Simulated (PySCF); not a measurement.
Compound: C₄H₅BCl₂.
SMILES: `ClB/C=C1/C[C@@H]1Cl`

Jobs on this species (12 atoms, 68 electrons) with PySCF (density fitting). Hardware of each: an Arm Neoverse V2 with one thread, no GPU (shared host). Times come from a shared host and carry two figures at best. Peak memory is the resident size of the whole Python process, interpreter and libraries included.

```json
{"level and settings": "delta-SCF UKS SCAN, pcX-2 on the ionised atom, pcseg-1 elsewhere, spin-free X2C", "work": "ΔSCF core ionisation, 9 holes", "basis functions": "173", "SCF cycles": "?", "wall time": "?", "peak memory": "?"}
{"level and settings": "delta-SCF UKS PBE0, pcX-2 on the ionised atom, pcseg-1 elsewhere, spin-free X2C", "work": "ΔSCF core ionisation, 9 holes", "basis functions": "173", "SCF cycles": "?", "wall time": "?", "peak memory": "?"}
{"level and settings": "delta-SCF UKS B3LYP, pcX-2 on the ionised atom, pcseg-1 elsewhere, spin-free X2C", "work": "ΔSCF core ionisation, 9 holes", "basis functions": "173", "SCF cycles": "159", "wall time": "1.7 min", "peak memory": "0.77 GiB"}
{"level and settings": "delta-SCF UKS SCAN, def2-TZVP on the ionised atom, pcseg-1 elsewhere, spin-free X2C", "work": "ΔSCF core ionisation, 9 holes", "basis functions": "150", "SCF cycles": "156", "wall time": "66 s", "peak memory": "0.56 GiB"}
{"level and settings": "PBE0-D3(BJ)/def2-SVP, grid level 1", "work": "geometry optimisation from a GFN2-xTB start shaken at random", "basis functions": "131", "SCF cycles": "49", "wall time": "61 s", "peak memory": "0.52 GiB"}
{"level and settings": "delta-SCF UKS SCAN, pcX-2 on the ionised atom, pcseg-1 elsewhere, non-relativistic", "work": "ΔSCF core ionisation, 9 holes", "basis functions": "173", "SCF cycles": "158", "wall time": "70 s", "peak memory": "0.65 GiB"}
{"level and settings": "delta-SCF UKS PBE, pcX-2 on the ionised atom, pcseg-1 elsewhere, spin-free X2C", "work": "ΔSCF core ionisation, 9 holes", "basis functions": "173", "SCF cycles": "148", "wall time": "42 s", "peak memory": "0.65 GiB"}
{"level and settings": "delta-SCF UKS SCAN, pcX-1 on the ionised atom, pcseg-1 elsewhere, spin-free X2C", "work": "ΔSCF core ionisation, 9 holes", "basis functions": "153", "SCF cycles": "156", "wall time": "58 s", "peak memory": "0.56 GiB"}
```

Question: Fill in the missing figures.

Answer: 
- delta-SCF UKS SCAN, pcX-2 on the ionised atom, pcseg-1 elsewhere, spin-free X2C; ΔSCF core ionisation, 9 holes: 71 s, 0.61 GiB, 158 SCF cycles
- delta-SCF UKS PBE0, pcX-2 on the ionised atom, pcseg-1 elsewhere, spin-free X2C; ΔSCF core ionisation, 9 holes: 89 s, 0.74 GiB, 132 SCF cycles

Question: What do all jobs in the table cost together?

Answer: About 9.3 min; the longest takes about 18 % of that, and about 2.4 times as long as the shortest.
